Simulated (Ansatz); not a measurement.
Consider the redistribution: `NCO[SiH2]Cl` + `CB[SiH2]O` → `NCO[SiH3]` + `CB[SiH](O)Cl`.

Gas-phase electronic energies from Ansatz, PBE0-D4/def2-TZVP geometries. CBS: MP2 limit from def2 TZ/QZ plus the TZ coupled-cluster correction, frozen cores. Each species was taken in one conformer, which may not be the lowest.

```tsv
species	MP2/def2-QZVPP energy (Eh)
`NCO[SiH2]Cl`	-920.33633
`CB[SiH2]O`	-431.22297
`NCO[SiH3]`	-461.12847
`CB[SiH](O)Cl`	-890.43223
```

**Question.** Work out ΔE.

**Answer.** ΔE = (-461.12847) + (-890.43223) − (-920.33633) − (-431.22297) = -0.00140 Eh = -0.04 eV. CCSD(T)/CBS gives -0.03 eV.

Largest T1 diagnostic among the species: 0.011.
